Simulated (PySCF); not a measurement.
Species: C8H9F3.
Atom-mapped SMILES: `[F:1][C:2]([F:3])([F:4])[C:5]1=[CH:6][C@@H:7]2[CH2:8][CH2:9][C@H:10]1[CH2:11]2`

Cartesian coordinates in Å at the PBE0-D3(BJ)/def2-SVP level; atoms count from 1:
```xyz
20
C8H9F3 angstrom
F      3.5942    0.2461   -0.4191
C      2.7724   -0.5008    0.3300
F      3.2528   -0.5004    1.5741
F      2.8638   -1.7568   -0.1387
C      1.3741   -0.0088    0.2631
C      0.5778    0.3298    1.2863
C     -0.7966    0.5691    0.7064
C     -1.3272   -0.8380    0.2970
C     -0.4035   -1.2304   -0.8815
C      0.5431   -0.0031   -1.0011
C     -0.4235    1.1426   -0.6701
H      0.8352    0.3095    2.3465
H     -1.4883    1.1524    1.3281
H     -2.3788   -0.7667   -0.0198
H     -1.2843   -1.5499    1.1338
H     -0.9731   -1.3623   -1.8137
H      0.1613   -2.1558   -0.7037
H      1.1047    0.0598   -1.9421
H      0.0781    2.1192   -0.6052
H     -1.2774    1.2066   -1.3630
```

Probes without a nucleus sit at each ring's centroid and 1 Å off its mean plane on both sides; NICS is minus the shielding there, NICSzz its component along the normal. Level: GIAO PBE0/pcSseg-1 (PySCF, non-relativistic, gas phase) on the PBE0-D3(BJ)/def2-SVP geometry, one conformer.

Ring bond lengths (Å), with Mayer bond orders in brackets: C5–C6 1.340 (1.78), C6–C7 1.511 (0.98), C7–C11 1.537 (0.96), C11–C10 1.535 (0.96), C10–C5 1.513 (0.94); C7–C8 1.559 (0.97), C8–C9 1.548 (1.01), C9–C10 1.555 (0.98), C10–C11 1.535 (0.96), C11–C7 1.537 (0.96).

Task: What do the NICS probes read (ppm)?

Result: 
| ring | type | NICS(0) | NICS(1), two faces | NICS(1)zz, two faces | rms pucker (Å) | centre to ring atoms, mean (Å) |
| --- | --- | --- | --- | --- | --- | --- |
| C5–C6–C7–C11–C10 | 5-membered carbocycle; formal bonds 1 double, 4 single | -7.4 | -9.7 / -6.3 | -11.7 / -6.6 | 0.25 | 1.23 |
| C7–C8–C9–C10–C11 | 5-membered carbocycle; formal bonds all single | -8.7 | -9.6 / -4.4 | -17.3 / -6.0 | 0.27 | 1.27 |

Task: What do they say, and how far can they be read as aromaticity?

Result: 
- C5–C6–C7–C11–C10: mean NICS(1)zz -9.2 ppm, shielded. C7, C10, C11 have four or more neighbours, so the value isn't read as a sign of a π ring current. The two faces differ by 5.1 ppm, so no symmetry operation interchanges them.
- C7–C8–C9–C10–C11: mean NICS(1)zz -11.7 ppm, shielded. C7, C8, C9, C10, C11 have four or more neighbours, so the value isn't read as a sign of a π ring current. The two faces differ by 11.3 ppm, so no symmetry operation interchanges them.

Task: What is the mean of the two in-plane components of NICS at the second NICS(1) probe listed for ring C7–C8–C9–C10–C11, 1 Å off the ring?

Result: The isotropic value is a third of the trace: (3 × -4.4 − (-6.0))/2 = -3.6 ppm.

Task: List the ring angles and the Hirshfeld charges of the ring atoms.

Result: 
- C5–C6–C7–C11–C10: C5 108.1° (-0.043 e), C6 106.7° (-0.034 e), C7 100.5° (-0.024 e), C11 93.9° (-0.068 e), C10 99.7° (-0.029 e); sum 508.9° against 540° for a flat convex ring.
- C7–C8–C9–C10–C11: C7 100.6° (-0.024 e), C8 103.0° (-0.067 e), C9 102.8° (-0.070 e), C10 100.9° (-0.029 e), C11 93.9° (-0.068 e); sum 501.3° against 540° for a flat convex ring.

Task: How do the values depend on the level or the medium?

Result: 
```json
{"level": "PBE0/pcSseg-1, gas", "NICS(0), C5–C6–C7–C11–C10": "-7.4", "mean NICS(1)zz, C5–C6–C7–C11–C10": "-9.2", "NICS(0), C7–C8–C9–C10–C11": "-8.7", "mean NICS(1)zz, C7–C8–C9–C10–C11": "-11.7"}
{"level": "mPW1PW91/pcSseg-2, gas", "NICS(0), C5–C6–C7–C11–C10": "-7.6", "mean NICS(1)zz, C5–C6–C7–C11–C10": "-8.8", "NICS(0), C7–C8–C9–C10–C11": "-8.9", "mean NICS(1)zz, C7–C8–C9–C10–C11": "-11.2"}
```

The geometry is the same throughout.

The run took 20 s wall, 54 s CPU (with the writing of density and orbital grids) on AMD EPYC 9R45, 2 threads, shared host with 96 logical CPUs at a one-minute load of 5.8, and the process peaked at 1.8 GiB of memory. This is the whole shielding run at PBE0/pcSseg-1, SCF included.
